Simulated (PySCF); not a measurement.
CH7BO2Si (SMILES C[SiH2]B(O)O), singlet, at the geometry of the source list; B3LYP/STO-3G, polarisability run with PySCF.

The PySCF input:
```python
from pyscf import gto, scf, dft
from pyscf.prop import polarizability

mol = gto.Mole()
mol.atom = '''
    Si    0.38460000    0.00050000   -0.84280000
    C     1.83750000   -0.25220000    0.37030000
    B    -1.32850000    0.29830000    0.09960000
    O    -1.61860000    1.55000000    0.51200000
    O    -2.27300000   -0.65340000    0.37270000
    H     0.35380000   -1.21870000   -1.68910000
    H     0.78580000    1.08240000   -1.75740000
    H     2.02410000    0.65480000    0.93870000
    H     2.75180000   -0.50630000   -0.15480000
    H     1.63510000   -1.04660000    1.08270000
    H    -2.46500000    1.64280000    0.95710000
    H    -2.08760000   -1.55170000    0.11090000
'''
mol.basis = 'sto-3g'
mol.verbose = 4
mol.build()

mf = dft.RKS(mol)
mf.xc = 'b3lyp'
mf.kernel()
alpha = mf.Polarizability().polarizability()[2, 2]
print('alpha_zz =', alpha)
```

What the program printed (banner, timings and long lists left out):

```
site-packages/pyscf/prop/efg/rhf.py:45: UserWarning: Module EFG is under testing
  warnings.warn('Module EFG is under testing')
site-packages/pyscf/prop/efg/dhf.py:30: UserWarning: Module EFG is under testing
  warnings.warn('Module EFG is under testing')
site-packages/pyscf/prop/zfs/uhf.py:40: UserWarning: Module ZFS is under testing
  warnings.warn('Module ZFS is under testing')
site-packages/pyscf/prop/gtensor/uhf.py:43: UserWarning: Module g-tensor is under testing
  warnings.warn('Module g-tensor is under testing')
site-packages/pyscf/prop/gtensor/uks.py:41: UserWarning: Module g-tensor is under testing
  warnings.warn('Module g-tensor is under testing')
site-packages/pyscf/prop/hfc/uks.py:35: UserWarning: Module HFC is under testing
  warnings.warn('Module HFC is under testing')
site-packages/pyscf/prop/magnetizability/rhf.py:39: UserWarning: Module magnetizability is under testing
  warnings.warn('Module magnetizability is under testing')
site-packages/pyscf/prop/magnetizability/uhf.py:37: UserWarning: Module magnetizability is under testing
  warnings.warn('Module magnetizability is under testing')
site-packages/pyscf/prop/magnetizability/rks.py:37: UserWarning: Module magnetizability is under testing
  warnings.warn('Module magnetizability is under testing')
site-packages/pyscf/prop/magnetizability/uks.py:39: UserWarning: Module magnetizability is under testing
  warnings.warn('Module magnetizability is under testing')
site-packages/pyscf/prop/polarizability/uhf.py:34: UserWarning: Module polarizability is under testing
  warnings.warn('Module polarizability is under testing')
site-packages/pyscf/prop/polarizability/rks.py:29: UserWarning: Module polarizability is under testing
  warnings.warn('Module polarizability is under testing')
site-packages/pyscf/prop/polarizability/uks.py:29: UserWarning: Module polarizability is under testing
  warnings.warn('Module polarizability is under testing')
PySCF version 2.14.0

[INPUT] verbose = 4
[INPUT] num. atoms = 12
[INPUT] num. electrons = 48
[INPUT] charge = 0
[INPUT] spin (= nelec alpha-beta = 2S) = 0
[INPUT] symmetry False subgroup None
[INPUT] Mole.unit = angstrom
[INPUT] Symbol           X                Y                Z      unit          X                Y                Z       unit  Magmom
[...]
nuclear repulsion = 214.2174494309
number of shells = 24
number of NR pGTOs = 108
number of NR cGTOs = 36
basis = sto-3g
ecp = {}

******** <class 'pyscf.dft.rks.RKS'> ********
method = RKS
initial guess = minao
damping factor = 0
level_shift factor = 0
DIIS = <class 'pyscf.scf.diis.CDIIS'>
diis_start_cycle = 1
diis_space = 8
diis_damp = 0
SCF conv_tol = 1e-09
SCF conv_tol_grad = None
SCF max_cycles = 50
direct_scf = True
direct_scf_tol = 1e-13
XC library pyscf.dft.libxc version 7.1.2
    S. Lehtola, C. Steigemann, M. J. T. Oliveira, and M. A. L. Marques,  SoftwareX 7, 1–5 (2018)
XC functionals = b3lyp
    P. J. Stephens, F. J. Devlin, C. F. Chabalowski, and M. J. Frisch,  J. Phys. Chem. 98, 11623 (1994)
radial grids:
    Treutler-Ahlrichs [JCP 102, 346 (1995); DOI:10.1063/1.469408] (M4) radial grids

becke partition: Becke, JCP 88, 2547 (1988); DOI:10.1063/1.454033
pruning grids: <function nwchem_prune>
grids dens level: 3
symmetrized grids: False
atomic radii adjust function: <function treutler_atomic_radii_adjust>
small_rho_cutoff = 0
Set gradient conv threshold to 3.16228e-05
Initial guess from minao.
tot grids = 144168
init E= -501.208346556158
[...]
cycle= 1 E= -500.831896003456  delta_E= 0.376  |g|= 0.652  |ddm|=    4
[...]
cycle= 2 E= -500.791911659894  delta_E= 0.04  |g|= 0.79  |ddm|= 1.75
[...]
cycle= 3 E= -500.973268163543  delta_E= -0.181  |g|= 0.0631  |ddm|= 0.952
[...]
cycle= 4 E= -500.974564247023  delta_E= -0.0013  |g|= 0.0254  |ddm|= 0.125
[...]
cycle= 5 E= -500.974744122644  delta_E= -0.00018  |g|= 0.0083  |ddm|= 0.0412
[...]
cycle= 6 E= -500.97476605811  delta_E= -2.19e-05  |g|= 0.00136  |ddm|= 0.0124
[...]
cycle= 7 E= -500.974766659324  delta_E= -6.01e-07  |g|= 0.000295  |ddm|= 0.00228
[...]
cycle= 8 E= -500.974766688689  delta_E= -2.94e-08  |g|= 2.97e-05  |ddm|= 0.000474
[...]
cycle= 9 E= -500.974766688995  delta_E= -3.06e-10  |g|= 6.97e-06  |ddm|= 5.61e-05
[...]
Extra cycle  E= -500.974766689005  delta_E= -1.02e-11  |g|= 5.24e-06  |ddm|= 2.07e-05
converged SCF energy = -500.974766689005
Isotropic polarizability 28.423141871
Polarizability anisotropy 9.0203002638
alpha_zz = 22.45376435261452
```
